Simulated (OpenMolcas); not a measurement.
Worked example: vertical ionisation energy of CH4ClGeO (SMILES [CH3][Ge]([OH])[Cl])

CH4ClGeO: 8 atoms, total charge 0, spin state doublet. As SMILES, `[CH3][Ge]([OH])[Cl]`. Geometry: relaxed at PBE0-D4/def2-TZVP. This is one conformer, not always the lowest.

```xyz
8

C     0.0700    1.2351   -0.0459
Ge   -0.6615   -0.5535    0.2727
O     0.7146   -1.5046    0.8800
Cl   -1.2471   -1.4321   -1.6394
H     0.4195    1.6524    0.8981
H     0.9069    1.1226   -0.7376
H    -0.6948    1.8762   -0.4809
H     0.5846   -2.4532    0.7971
```

Both states at this one shape; open shells run unrestricted unless said. 1 Eh = 27.2114 eV.

| level | program | doublet CH4ClGeO (Eh) | singlet CH4ClGeO+ (Eh) |
| --- | --- | --- | --- |
| UHF/3-21G | OpenMolcas | -2637.137620 | -2636.826236 |
| UHF/6-31G* (spherical functions) | OpenMolcas | -2649.658523 | -2649.349382 |
| ROCCSD(T)/6-31G* (spherical functions), 16 core orbitals frozen | OpenMolcas | -2650.369152 | -2650.074259 |

Question: Work out the vertical ionisation energy at each level.

Answer: 
1. UHF/3-21G: -2636.826236 − (-2637.137620) = 0.311384 Eh = 8.47 eV.
2. UHF/6-31G* (spherical functions): -2649.349382 − (-2649.658523) = 0.309141 Eh = 8.41 eV.
3. ROCCSD(T)/6-31G* (spherical functions): -2650.074259 − (-2650.369152) = 0.294893 Eh = 8.02 eV.

No measured value is set beside it here; the levels span 8.02 to 8.47 eV. Hartree–Fock favours the state with fewer electron pairs, since it lacks pair correlation. All-electron rows are non-relativistic unless named.
